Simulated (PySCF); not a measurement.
Sn(vinyl)F3, C2H3F3Sn.
Geometry (PBE0-D3(BJ)/def2-SVP, Å), atoms numbered from 1 in this order:
```
atom  x, y, z in Å
Sn1   -0.1600    0.3185   -1.2698
C2    -0.2266    0.3278    0.8351
C3     0.3449   -0.6396    1.5532
H4    -0.7489    1.1681    1.3035
H5     0.8734   -1.4873    1.1060
H6     0.3053   -0.6196    2.6484
F7     1.6142    0.2871   -2.0050
F8    -1.0023    1.8435   -2.0756
F9    -1.0000   -1.1985   -2.0956
```

Method used: PySCF 2.14.0, density-fitted response routines, TDDFT B3LYP/def2-SVPD, vertical, gas phase, core orbitals frozen in the response, def2 core potentials past Kr. Spin–orbit coupling is left out.

Transition dipole moments from the ground state, in atomic units and in the frame of the coordinates above (overall signs are arbitrary), for the states with f of 0.002 or more among the lowest 8:

| state | E (eV) | μx | μy | μz |
| --- | --- | --- | --- | --- |
| S1 | 5.697 | 0.168 | 0.103 | 0.004 |
| S2 | 6.475 | 0.114 | 0.069 | 0.001 |
| S3 | 6.781 | 0.070 | -0.181 | 1.382 |
| S5 | 7.144 | -0.376 | 0.666 | -0.961 |
| S6 | 7.227 | 0.242 | 0.129 | 0.025 |
| S7 | 7.256 | -0.092 | 0.161 | 0.152 |
| S8 | 7.414 | -0.225 | 0.389 | -0.114 |

**Question.** Work out the oscillator strengths.

**Answer.** f = (2/3) ΔE |μ|² with ΔE in hartree (27.2114 eV).

```csv
state,|μ|² (au),|μ| (D),f
S1,0.039,0.50,0.005
S2,0.018,0.34,0.003
S3,1.948,3.55,0.324
S5,1.509,3.12,0.264
S6,0.076,0.70,0.013
S7,0.057,0.61,0.010
S8,0.215,1.18,0.039
```

**Question.** Which bond between heavy atoms lies closest to the direction of the S3 transition dipole?

**Answer.** Sn1–C2, at 9° from it; next C2–C3 at 50°.

**Question.** What angle do the transition dipoles of S6 and S8 make?

**Answer.** |cos θ| = |μa·μb| / (|μa| |μb|) = 0.06, so θ ≈ 87° (taken between 0 and 90°, since the signs are arbitrary).

**Question.** How is the summed strength of these states shared among x, y and z?

**Answer.** (2/3) Σ ΔE μα² gives 0.053 for x, 0.120 for y and 0.486 for z, 0.659 in all.

**Question.** What peak molar absorption coefficient would the strongest computed level give as a lone Gaussian band 0.5 eV wide at half height?

**Answer.** ε(max) = 2.175×10⁸ f / FWHM, with the width in cm⁻¹. S3: 2.175×10⁸ × 0.3236 / 4033 ≈ 17000 L mol⁻¹ cm⁻¹.

All these states lie below the vertical ionisation energy of 11.84 eV (ΔSCF).

One conformer stands for the species.
